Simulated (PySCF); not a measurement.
C5H3F, SMILES C#CC(F)C#C.

Coordinates come from a B3LYP-D3(BJ)/def2-SVP optimisation.

The numbers are results of PySCF with PBE/def2-TZVP, not measurements.

Symmetry labels are those of the subgroup Cs that the program uses (full group Cs).

Computed valence orbital energies around the gap with their symmetry:
| orbital | symmetry | energy (eV) |
|---|---|---|
| HOMO−7 | A' | -12.72 |
| HOMO−6 | A" | -12.64 |
| HOMO−5 | A" | -9.24 |
| HOMO−4 | A' | -9.04 |
| HOMO−3 | A' | -7.70 |
| HOMO−2 | A" | -7.31 |
| HOMO−1 | A' | -7.16 |
| HOMO | A" | -7.03 |
| LUMO | A' | -1.72 |
| LUMO+1 | A' | -0.78 |
| LUMO+2 | A" | -0.17 |
| LUMO+3 | A" | 0.30 |
